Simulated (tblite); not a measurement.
Compound: C₇H₁₀Se.
SMILES with atom numbers: `[CH2:1]=[C:2]([CH3:3])[C@@H:4]1[CH:5]=[CH:6][CH2:7][Se:8]1` (hydrogens: H9, H10 on C1; H11, H12, H13 on C3; H14 on C4; H15 on C5; H16 on C6; H17, H18 on C7)

Computed with GFN2-xTB (tblite), gas phase: L-BFGS steps from a force-field or distance-geometry start until the largest atomic force falls under 0.01 eV/Å.

The end geometry, which sets the zero of energy:
```
atom  x, y, z in Å
C1     -1.2470    0.6452    0.9594
C2     -1.2548    0.0051   -0.2013
C3     -2.4571   -0.0613   -1.0901
C4     -0.0388   -0.6709   -0.7540
C5      1.0497   -0.9262    0.2352
C6      2.1981   -0.2844    0.1301
C7      2.3964    0.6826   -0.9865
Se8     0.8239    0.4970   -2.1579
H9     -0.3683    0.6928    1.5801
H10    -2.1266    1.1403    1.3338
H11    -2.1896    0.2979   -2.0865
H12    -3.2692    0.5463   -0.7005
H13    -2.8016   -1.0911   -1.1877
H14    -0.3295   -1.5919   -1.2710
H15     0.8372   -1.6326    1.0239
H16     3.0159   -0.4166    0.8227
H17     3.2937    0.4622   -1.5680
H18     2.4588    1.7118   -0.6229
```

Question: These geometries come from the run, each turned onto the end geometry. Order them by energy, lowest first.
A.
```
atom  x, y, z in Å
C1     -1.1485    0.7435    0.8691
C2     -1.2229    0.0289   -0.2447
C3     -2.4815   -0.1123   -1.0431
C4     -0.0375   -0.6817   -0.8215
C5      1.0352   -1.0120    0.1660
C6      2.1695   -0.3338    0.1478
C7      2.3649    0.7285   -0.8820
Se8     0.8814    0.5066   -2.1649
H9     -0.2273    0.8466    1.4227
H10    -2.0052    1.2616    1.2683
H11    -2.2865    0.0802   -2.1036
H12    -3.2408    0.5809   -0.6881
H13    -2.8662   -1.1316   -0.9574
H14    -0.3663   -1.5671   -1.3769
H15     0.8281   -1.7897    0.8890
H16     2.9676   -0.4989    0.8544
H17     3.3049    0.6247   -1.4277
H18     2.3223    1.7317   -0.4485
```
B.
```
atom  x, y, z in Å
C1     -1.1633    0.7077    0.9044
C2     -1.2260    0.0095   -0.2220
C3     -2.4578   -0.0757   -1.0691
C4     -0.0391   -0.7121   -0.7847
C5      1.0502   -1.0037    0.1949
C6      2.1760   -0.3156    0.1370
C7      2.3391    0.7238   -0.9218
Se8     0.8492    0.4559   -2.1756
H9     -0.2645    0.7498    1.4974
H10    -2.0121    1.2507    1.2827
H11    -2.2004    0.1497   -2.1072
H12    -3.2190    0.6201   -0.7280
H13    -2.8664   -1.0854   -1.0390
H14    -0.3645   -1.6143   -1.3137
H15     0.8477   -1.7601    0.9391
H16     2.9859   -0.4586    0.8374
H17     3.2794    0.6327   -1.4675
H18     2.2770    1.7318   -0.5055
```
C.
```
atom  x, y, z in Å
C1     -1.1856    0.8792    0.7745
C2     -1.2617    0.0909   -0.2897
C3     -2.5580   -0.2857   -0.9439
C4     -0.0272   -0.4917   -0.9109
C5      0.9758   -0.9545    0.0963
C6      2.1722   -0.3979    0.1410
C7      2.5089    0.6917   -0.8173
Se8     0.9623    0.8542   -2.0369
H9     -0.2407    1.1244    1.2323
H10    -2.0624    1.2982    1.2362
H11    -2.5093   -0.1203   -2.0223
H12    -3.3799    0.2963   -0.5362
H13    -2.7705   -1.3434   -0.7777
H14    -0.3034   -1.3094   -1.5845
H15     0.6538   -1.7387    0.7659
H16     2.9412   -0.6847    0.8417
H17     3.3987    0.4551   -1.4067
H18     2.6770    1.6425   -0.3031
```
D.
```
atom  x, y, z in Å
C1     -1.3543    1.5008    0.1763
C2     -1.2299    0.3230   -0.4093
C3     -2.2805   -0.7449   -0.2903
C4     -0.0258   -0.0861   -1.2229
C5      0.8065   -1.0836   -0.4773
C6      2.0114   -0.7431   -0.0625
C7      2.5303    0.6168   -0.3820
Se8     1.2493    1.3779   -1.6778
H9     -0.5893    2.2549    0.0988
H10    -2.2279    1.7633    0.7485
H11    -2.4031   -1.2800   -1.2295
H12    -3.2358   -0.3109   -0.0071
H13    -1.9984   -1.4685    0.4747
H14    -0.3737   -0.5001   -2.1768
H15     0.3678   -2.0475   -0.2783
H16     2.6481   -1.4060    0.5033
H17     3.5223    0.5906   -0.8389
H18     2.5741    1.2496    0.5098
```
E.
```
atom  x, y, z in Å
C1     -1.7161    1.4469    0.2574
C2     -1.3414    0.3388   -0.3453
C3     -2.2755   -0.8385   -0.3766
C4      0.0273    0.1868   -0.9579
C5      0.8195   -0.9413   -0.3586
C6      2.1100   -0.7994   -0.1784
C7      2.7541    0.4884   -0.5864
Se8     1.2218    1.7352   -0.5364
H9     -1.0873    2.3195    0.3297
H10    -2.6935    1.4919    0.6955
H11    -2.3177   -1.2441   -1.3814
H12    -3.2730   -0.5337   -0.0480
H13    -1.8907   -1.6106    0.2877
H14    -0.0218    0.1066   -2.0622
H15     0.2952   -1.8333   -0.0643
H16     2.7046   -1.5752    0.2742
H17     3.1523    0.4542   -1.6105
H18     3.5234    0.8140    0.1204
```

Answer: B (0.007 eV), A (0.013 eV), C (0.038 eV), D (0.112 eV), E (0.290 eV).

In the order of the answer:

```tsv
step	E above end (eV)	largest force (eV/Å)	rms force component (eV/Å)	rms distance from end (Å)	rms bond change (Å)	bond most changed (Å)
192	0.007	0.08	0.029	0.121	0.001	C7–Se8 -0.004
188	0.013	0.16	0.044	0.159	0.002	C4–Se8 -0.005
178	0.038	0.10	0.032	0.336	0.002	C7–Se8 +0.007
92	0.112	0.06	0.020	1.214	0.007	C4–Se8 -0.026
3	0.290	0.74	0.204	1.324	0.008	C4–Se8 -0.019
```

What follows is the cost of the whole relaxation. Time: 1.7 s wall. Hardware: an Arm Neoverse V1 with one thread, no GPU (shared host).
